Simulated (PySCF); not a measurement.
Identify the unknown among the candidates.

All candidates are C10H12.

* 13C NMR: chemical shifts (computed TMS as zero) by class: 154.5 (1 C), 148.8 (1 C), 143.4 (1 C), 133.7 (1 C), 133.5 (1 C), 132.7 (1 C), 127.3 (1 C), 119.2 (1 C), 25.1 (1 C), 24.2 (1 C) ppm [GIAO PBE0/pcSseg-1]
* 1H NMR: chemical shifts (computed TMS as zero) by class: 7.59 (1 H), 7.53 (1 H), 7.38 (1 H), 7.33 (1 H), 5.52 (1 H), 5.41 (1 H), 2.51 (3 H), 2.25 (3 H) ppm [GIAO PBE0/pcSseg-1]
* Rotational structure: rotational constants A, B, C: 2.526, 0.937, 0.718 GHz [GFN2-xTB]
* Dipole: 0.26 D [PBE0/pcSseg-1]

The electronic properties come from PySCF, for the isolated species, density fitting. Levels stand in brackets. One conformer (not necessarily the lowest) at the GFN2-xTB geometry, without solvent, vibrations or thermal averaging. Each NMR value is the plain mean over a class of atoms that symmetry, rotation or inversion makes alike.

Task: Which candidate is it?
A. `C#C/C=C1/CC[C@@H]1CC=C`
B. `C=C[C@]1(C#CCC)C=CC1`
C. `C=C(C)c1cccc(C)c1`

Result: C. It is `C=C(C)c1cccc(C)c1`. Numbering: `[CH2:1]=[C:2]([CH3:3])[c:4]1[cH:5][cH:6][cH:7][c:8]([CH3:9])[cH:10]1`. Its formula, C10H12, gives 5 degrees of unsaturation: 1 ring and 4 π bonds in the structure found (Kekulé form). 10 carbons fall into 10 classes; from least to most shielded: fully substituted alkene carbon [C2] (154.5 ppm), substituted aromatic carbon [C4] (148.8 ppm), substituted aromatic carbon [C8] (143.4 ppm), aromatic CH carbon [C6] (133.7 ppm), aromatic CH carbon [C7] (133.5 ppm), aromatic CH carbon [C10] (132.7 ppm), aromatic CH carbon [C5] (127.3 ppm), terminal =CH2 carbon [C1] (119.2 ppm), allylic carbon [C3] (25.1 ppm), benzylic-type carbon [C9] (24.2 ppm). Hydrogen classes from least to most shielded: 1 H on an aromatic CH carbon, C10 (7.59 ppm), 1 H on an aromatic CH carbon, C6 (7.53 ppm), 1 H on an aromatic CH carbon, C7 (7.38 ppm), 1 H on an aromatic CH carbon, C5 (7.33 ppm), 1 H on a terminal =CH2 carbon, C1 (5.52 ppm), 1 H on a terminal =CH2 carbon, C1 (5.41 ppm), 3 H on a benzylic-type carbon, C9 (2.51 ppm), 3 H on an allylic carbon, C3 (2.25 ppm, a mean of values up to 0.7 ppm apart in this geometry). The optimised geometry has point group C1 and is an asymmetric top.

The others, at the same levels:
- `C=C[C@]1(C#CCC)C=CC1` fails: its computed 13C shifts are 151.3 (1 C), 148.2 (1 C), 146.4 (1 C), 117.4 (1 C), 91.6 (1 C), 88.3 (1 C), 50.1 (1 C), 46.6 (1 C), 17.5 (1 C), 15.8 (1 C) ppm, 1H shifts are 6.48 (1 H), 6.47 (1 H), 6.45 (1 H), 5.42 (1 H), 5.25 (1 H), 2.81 (1 H), 2.55 (1 H), 2.32 (1 H), 2.30 (1 H), 1.19 (3 H) ppm and rotational constant A is 2.273 GHz (against 2.526 GHz).
- `C#C/C=C1/CC[C@@H]1CC=C` fails: its computed 13C shifts are 173.7 (1 C), 146.1 (1 C), 122.8 (1 C), 109.4 (1 C), 91.9 (1 C), 84.9 (1 C), 44.3 (1 C), 43.7 (1 C), 29.3 (1 C), 22.3 (1 C) ppm, 1H shifts are 6.02 (1 H), 5.61 (1 H), 5.40 (1 H), 5.31 (1 H), 3.55 (1 H), 3.15 (1 H), 2.87 (1 H), 2.84 (1 H), 2.81 (1 H), 2.04 (1 H), 1.72 (1 H), 1.70 (1 H) ppm and rotational constant A is 1.837 GHz (against 2.526 GHz).

Each candidate is one conformer, not necessarily the lowest. Dipoles, sizes and rotational constants follow the conformer. The torsions of the flexible species, by atom-mapped SMILES:
- `[CH2:1]=[C:2]([CH3:3])[c:4]1[cH:5][cH:6][cH:7][c:8]([CH3:9])[cH:10]1`: C1–C2–C4–C5 -143°
- `[CH2:1]=[CH:2][C@:3]1([C:4]#[C:5][CH2:6][CH3:7])[CH:8]=[CH:9][CH2:10]1`: C1–C2–C3–C4 131°
- `[CH:1]#[C:2]/[CH:3]=[C:4]1/[CH2:5][CH2:6][C@@H:7]1[CH2:8][CH:9]=[CH2:10]`: C6–C7–C8–C9 71°, C7–C8–C9–C10 -115°
